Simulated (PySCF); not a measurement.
## Where the electron goes

Compound: C₆H₉AlN₂.
Geometry (PBE0-D3(BJ)/def2-SVP, Å), atoms numbered from 1 in this order:
```xyz
18
C6H9AlN2 angstrom
N     -2.6567   -2.0544   -0.7464
C     -2.5607   -0.8513   -0.3619
C     -1.3395   -0.0658   -0.0661
C     -1.4430    1.2584    0.3694
C     -0.2909    1.9893    0.6437
C      0.9414    1.3748    0.4749
N      1.0460    0.1053    0.0579
Al     2.9059   -0.7580   -0.1519
C     -0.0550   -0.5975   -0.2063
H     -1.7397   -2.5020   -0.8519
H     -3.5001   -0.2895   -0.2201
H     -2.4310    1.7117    0.4907
H     -0.3420    3.0244    0.9843
H      1.8813    1.8973    0.6726
H      2.4195   -2.1781   -0.7344
H      3.4230   -0.7111    1.3686
H      3.5942    0.2827   -1.1641
H      0.1199   -1.6235   -0.5448
```

Theory: PySCF 2.14.0, density-fitted response routines, TDDFT B3LYP/def2-SVPD, vertical, gas phase, core orbitals frozen in the response.

Kohn–Sham orbitals with the atoms that hold most of them (Löwdin shares over 4%, at most four atoms; ? is withheld):

```csv
orbital,ε (eV),atoms
LUMO+2,-0.36,"C2 24%, N1 19%, C5 15%, C6 11%"
LUMO+1,-2.57,"C9 24%, N7 20%, C4 15%, C5 14%"
LUMO,-2.90,?
HOMO,?,"Al8 37%, H16 30%, H17 26%"
HOMO-1,-7.26,?
HOMO-2,-8.21,"N1 61%, C2 14%, H10 8%, C3 6%"
HOMO-3,-8.47,"N1 19%, C3 16%, C6 16%, C9 15%"
```

(1) Give the leading atoms of the HOMO-1.

(2) Which atoms hold the LUMO, and with what shares?

(3) What is the HOMO energy, and the HOMO–LUMO gap?

## Answers

(1) Al8 (bonded to N and 3 H) 36%; H15 (bonded to Al) 36%; H17 (bonded to Al) 13%; H16 (bonded to Al) 9%. By element: hydrogen 57% or more, aluminium 36%.

(2) C6 (bonded to C, N and H) 18%; N1 (bonded to C and H) 16%; C4 (bonded to 2 C and H) 14%; C3 (bonded to 3 C) 14%. By element: carbon 47% or more, nitrogen 16% or more.

(3) ε(HOMO) = -7.09 eV; the gap is 4.19 eV (0.1540 hartree).

Q: How does S1 compare with the orbital gap of 4.19 eV?

A: S1 is at 3.55 eV (f = 0.0036), 0.64 eV below the gap, made of HOMO→LUMO (99%). Without the coupling terms of the response equations the lowest excitation would equal the gap.

Q: Give energy, strength and leading configuration of S1, S2, S3, S4, S5 and S6, and follow the Löwdin shares of the leading atoms from the occupied to the empty orbital.

A: 
- S1 (3.55 eV, f 0.0036), HOMO→LUMO (99%): Al8 37% → at most 15%, H16 30% → at most 15%, C6 at most 4% → 18%, N1 at most 4% → 16%
- S2 (3.68 eV, f 0.0007), HOMO-1→LUMO (99%): Al8 36% → at most 15%, H15 36% → at most 15%, C6 at most 7% → 18%, N1 at most 7% → 16%
- S3 (3.85 eV, f 0.046), HOMO→LUMO+1 (98%): Al8 37% → at most 14%, H16 30% → at most 14%, C9 at most 4% → 24%, N7 at most 4% → 20%
- S4 (3.91 eV, f 0.0012), HOMO-1→LUMO+1 (98%): Al8 36% → at most 14%, H15 36% → at most 14%, C9 at most 7% → 24%, N7 at most 7% → 20%
- S5 (4.17 eV, f 0.0015), HOMO-2→LUMO (92%): N1 61% → 16%, C2 14% → at most 15%, C6 at most 7% → 18%
- S6 (4.77 eV, f 0.0004), HOMO-2→LUMO+1 (93%): N1 61% → at most 14%, C2 14% → at most 14%, C9 at most 7% → 24%, N7 at most 7% → 20%

One conformer stands for the species.
